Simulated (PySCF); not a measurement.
Be(Me)2 (C2H6Be), SMILES [CH3][Be][CH3]. Atoms are numbered in the order given.

```xyz
9

Be     0.0000     0.0000     0.0000
C      0.0000     0.0000    -1.6807
H      0.8834     0.4978    -2.0961
H     -0.8728     0.5162    -2.0961
H     -0.0106    -1.0140    -2.0961
C      0.0000     0.0000     1.6807
H      0.8834    -0.4978     2.0961
H     -0.8728    -0.5162     2.0961
H     -0.0106     1.0140     2.0961
```

Geometry: r2SCAN-D4/def2-TZVP. The isomer is the one that the SMILES or the coordinates give; other isomers of the formula were not compared.

Two levels are set side by side: PBE/pcJ-1 (PySCF) and B3LYP/pcJ-1 (PySCF). One-bond couplings, all four terms, same geometry. Isotopes: 13C, 1H, 9Be. Differences are taken from unrounded values.

| quantity | PBE |
|---|---|
| ¹J(C2,H3) (Hz) | 109.9 |
| ¹J(C2,H4) (Hz) | 109.9 |
| ¹J(C2,H5) (Hz) | 109.9 |
| ¹J(C6,H7) (Hz) | 109.9 |
| ¹J(C6,H8) (Hz) | 109.9 |
| ¹J(C6,H9) (Hz) | 109.9 |

**Question.** These are the PBE values. What does B3LYP give? (The exact figures need the calculation; the answer reports its results.)

**Answer.** 
```json
[
 {"quantity": "¹J(C2,H3) (Hz)", "B3LYP": "120.4", "PBE minus B3LYP": "-10.5"},
 {"quantity": "¹J(C2,H4) (Hz)", "B3LYP": "120.4", "PBE minus B3LYP": "-10.5"},
 {"quantity": "¹J(C2,H5) (Hz)", "B3LYP": "120.4", "PBE minus B3LYP": "-10.5"},
 {"quantity": "¹J(C6,H7) (Hz)", "B3LYP": "120.4", "PBE minus B3LYP": "-10.5"},
 {"quantity": "¹J(C6,H8) (Hz)", "B3LYP": "120.4", "PBE minus B3LYP": "-10.5"},
 {"quantity": "¹J(C6,H9) (Hz)", "B3LYP": "120.4", "PBE minus B3LYP": "-10.5"}
]
```

Rough cost on one machine, each run with all the roots and properties that it gave: B3LYP against PBE about 2 times.
